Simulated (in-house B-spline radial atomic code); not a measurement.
Atomic self-consistent-field run: the chlorine ion Cl⁴⁺. Computed with a B-spline radial code for spherical atoms: scalar-relativistic (X2C) SCAN, spin-polarised, spherical fractional occupations, Fermi nucleus of rms radius 3.3654 fm.

Command:
```bash
python run_scf.py task.json out
```
Settings (nuclear radius in fm, mass in u):
```
Z                17
configuration    [Ne] 3s2 3p1
hamiltonian      x2c
method           scan,scan
spin_polarised   True
nucleus          fermi
rms_radius       3.3654
atomic_mass      34.96885
speed_of_light   137.035999084
```

Output (hartree, bohr):
```
 radial grid: 67 intervals, B-splines of order 8, outer radius 14.6809 bohr

 iter        energy (Eh)    residual
    1        -456.819402    3.15e-02
    2        -456.821558    1.61e-03
    3        -456.821571    8.37e-04
    4        -456.821573    4.39e-04
    5        -456.821573    3.97e-05
    6        -456.821573    1.08e-05
    7        -456.821573    2.00e-06
    8        -456.821573    8.91e-07
    9        -456.821573    1.36e-07

 total energy                      -456.82157
 kinetic                             459.2767
 electron-nucleus                  -1059.6768
 Hartree                             170.1574
 exchange-correlation                -26.5789

 orbital      occ     eigenvalue          <r>       <r^2>       <1/r>       r_max
 1s up      1.000      -104.0428    0.0907811   0.0111066     16.7741     0.05926
 1s down    1.000      -104.0293    0.0907703   0.0111038     16.7757     0.05926
 2s up      1.000       -11.8283     0.440813    0.230747     3.34827      0.3605
 2s down    1.000       -11.8200     0.440785    0.230581     3.34652      0.3606
 2p up      3.000        -9.5185     0.403851    0.202866     3.22395       0.301
 2p down    3.000        -9.5029      0.40383    0.202679     3.22268      0.3013
 3s up      1.000        -2.7754      1.35646     2.09338     1.02024       1.208
 3s down    1.000        -2.6792      1.35933      2.1049      1.0191       1.204
 3p up      1.000        -2.2212      1.44365     2.39776    0.935589       1.272
```

Run time, properties included: 0.29 s on 1 thread of Arm Neoverse V1, with other jobs on the host.
